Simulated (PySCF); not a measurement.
Compound: methyldichlorosilane, CH4Cl2Si.
Bonds: C1–Si2, Si2–Cl3, Si2–Cl4. Hydrogens: H5, H6, H7 on C1; H8 on Si2.

Computed by this run: PBE0-D3(BJ)/def2-TZVP geometry optimisation, gas phase (PySCF 2.14.0); density fitting, grid level 2; the optimiser is geomeTRIC in internal coordinates, started from a GFN2-xTB structure with every atom displaced at random (about 0.01 Å).

Step 0: E = -34017.1929 eV
```
atom  x, y, z in Å  |  force x, y, z in eV/Å
C1     -0.9312    0.1708    0.3698    0.213   1.092  -0.311
Si2     0.8217   -0.1730   -0.1869   -0.833   0.010   0.404
Cl3     1.4877    1.3647   -1.3158    0.175   0.441  -0.285
Cl4     0.8722   -1.8645   -1.3089   -0.004  -0.322  -0.170
H5     -0.9949    1.0998    0.9649    0.281  -0.272  -0.158
H6     -1.3507   -0.6058    0.9720   -0.161  -0.763   0.410
H7     -1.6013    0.3358   -0.4791    0.153  -0.146  -0.110
H8      1.7555   -0.3487    0.9244    0.176  -0.040   0.219
```

Step 1: E = -34017.1884 eV
```
atom  x, y, z in Å  |  force x, y, z in eV/Å
C1     -0.9405    0.1928    0.3655   -0.334  -0.512  -0.492
Si2     0.7596   -0.2114   -0.2315    0.379   0.527   0.569
Cl3     1.4381    1.3724   -1.3576   -0.057  -0.132  -0.010
Cl4     0.9993   -1.9301   -1.2894   -0.191  -0.137  -0.121
H5     -0.8514    1.0497    1.0213    0.035   0.292   0.187
H6     -1.3768   -0.6361    0.9326    0.079   0.046  -0.043
H7     -1.6183    0.4456   -0.4562    0.058  -0.014   0.091
H8      1.6489   -0.3037    0.9556    0.030  -0.069  -0.181
```

Step 2: E = -34017.2264 eV
```
atom  x, y, z in Å  |  force x, y, z in eV/Å
C1     -0.9429    0.1867    0.3585   -0.031  -0.085  -0.045
Si2     0.7786   -0.1877   -0.1987    0.106   0.278   0.145
Cl3     1.4448    1.3703   -1.3607   -0.011  -0.055   0.032
Cl4     0.9367   -1.9106   -1.2750   -0.096  -0.134  -0.083
H5     -0.8821    1.0545    1.0211   -0.065   0.006  -0.001
H6     -1.3681   -0.6513    0.9158    0.034   0.007   0.012
H7     -1.6078    0.4266   -0.4733    0.052  -0.006  -0.011
H8      1.6995   -0.3094    0.9527    0.011  -0.010  -0.049
```

Step 3: E = -34017.2375 eV
```
atom  x, y, z in Å  |  force x, y, z in eV/Å
C1     -0.9390    0.1838    0.3582    0.058   0.081   0.130
Si2     0.7924   -0.1681   -0.1789   -0.030   0.054  -0.074
Cl3     1.4574    1.3730   -1.3578    0.013  -0.011   0.029
Cl4     0.8726   -1.8991   -1.2664   -0.010  -0.046  -0.021
H5     -0.9221    1.0568    1.0191   -0.055  -0.040  -0.034
H6     -1.3520   -0.6632    0.9094    0.002  -0.015   0.006
H7     -1.5850    0.4044   -0.4914    0.005  -0.019  -0.049
H8      1.7346   -0.3085    0.9481    0.017  -0.004   0.013
```

Q: Estimate the geometry and energy of step 4. (The exact step hangs on the optimiser's Hessian estimate; all steps are aligned on step 3, rigid shifts and turns removed.)

A: E = -34017.2394 eV, largest force 0.120 eV/Å
```
atom  x, y, z in Å  |  force x, y, z in eV/Å
C1     -0.9372    0.1855    0.3620    0.042   0.074   0.085
Si2     0.7952   -0.1612   -0.1766   -0.027  -0.011  -0.055
Cl3     1.4685    1.3747   -1.3549    0.005   0.001   0.014
Cl4     0.8508   -1.8963   -1.2653    0.004   0.002  -0.001
H5     -0.9444    1.0606    1.0187   -0.021  -0.025  -0.028
H6     -1.3437   -0.6664    0.9109   -0.001  -0.013  -0.002
H7     -1.5758    0.3918   -0.4977   -0.007  -0.022  -0.024
H8      1.7456   -0.3096    0.9432    0.004  -0.006   0.010
```

The energy changes by -0.0020 eV. The first-order estimate −F·Δx gives -0.0030 eV and the mean of the old and new forces, exact on a quadratic surface, -0.0020 eV. The step makes an angle of 71° with the force vector and moves no atom by more than 0.023 Å.

The cost below is that of the whole optimisation. Hardware: Intel Xeon 6975P-C, one thread, on a shared host. Cost: 55 s, 0.66 GiB resident at most.
